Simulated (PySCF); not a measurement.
Method: PySCF with B3LYP-D3(BJ)/def2-TZVP. Gas-phase values, no solvent. B3LYP has the VWN-RPA correlation part, as in Gaussian. Excitations are Tamm–Dancoff values on a coarser integration grid. The basis has no diffuse functions, so Rydberg states are missing or too high.

Reference species (SMILES): `C[C@@H]1CC1=[SiH2]` (neutral, multiplicity 1).

```json
{
 "T1 excitation (TDA)": "2.51 eV",
 "HOMO": "-5.92 eV"
}
```

Changed species: `C[Si@H]1C=C1C`.

**Question.** Predict the effect on the T1 excitation (TDA) and HOMO.

**Answer.** the T1 excitation (TDA) goes up by 2.30 eV, to 4.81 eV; the HOMO falls by 0.87 eV, to -6.79 eV.
